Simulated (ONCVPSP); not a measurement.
## phosphorus: one change to an ONCV potential, before and after

* Element: phosphorus
* Generator: ONCVPSP 4.0.1
* Type: optimised norm-conserving Vanderbilt (ONCV)
* Functional: PBEsol
* Relativity: non-relativistic
* Frozen core: [Ne]
* Valence charge: 5
* Reference configuration: 3s2 3p3
* Partial waves: 3s: rc 1.60 bohr, ncon 4, nbas 7, qcut 4.2 1/bohr, 2 projectors, debl 2.8 Ha; 3p: rc 1.75 bohr, ncon 3, nbas 6, qcut 3.8 1/bohr, 1 projector; d scattering state at 0.28 Ha: rc 1.40 bohr, ncon 5, nbas 10, qcut 6.7 1/bohr, 1 projector
* Local potential: polynomial inside 1.15 bohr (lpopt 5, dvloc0 6 Ha)
* Core correction: Teter function, fcfact 4.5, rcfact 1.8

Change: all radii but the core radius scaled by about 0.86 (s 1.38, p 1.52, d 1.20 bohr); local potential polynomial inside 1.00 bohr (lpopt 5, dvloc0 6 Ha).

Cutoffs: the cutoffs (Ha) at which the residual kinetic energy of the hardest occupied pseudo-wave falls to 1 and 0.1 mHa per electron; they do not see the model core or the augmentation charge, which bear on the density cutoff. Errors are all-electron minus pseudo energies relative to the spin-unpolarised reference configuration.

Q: Predict the effect on cutoff, ghosts and configuration errors.

A: The potential gets softer (11 Ha and 39 Ha → 10 Ha and 31 Ha); the errors of the 4 common tests hardly move; neither file shows a bound ghost.

```tsv
quantity	base	changed
cutoff, loose	11 Ha	10 Ha
cutoff, tight	39 Ha	31 Ha
loose cutoff by channel	s 11 Ha, p 4.4 Ha	s 10 Ha, p 4.4 Ha
bound ghosts	none	none
GHOST(+) flags under 300 eV	s at 203.7 eV	s at 178.7 eV
error for 3s2 3p2, meV [ΔE 9.71 eV]	+1.7	+1.6
error for 3s2 3p1, meV [ΔE 28.83 eV]	-13	-12
error for 3s2 3p0, meV [ΔE 58.55 eV]	-131	-125
error for 3s1 3p4, meV [ΔE 8.42 eV]	-4.1	-4.4
rms error of d²Exc/dni dnj with the model core, mHa	4.55	4.53
```
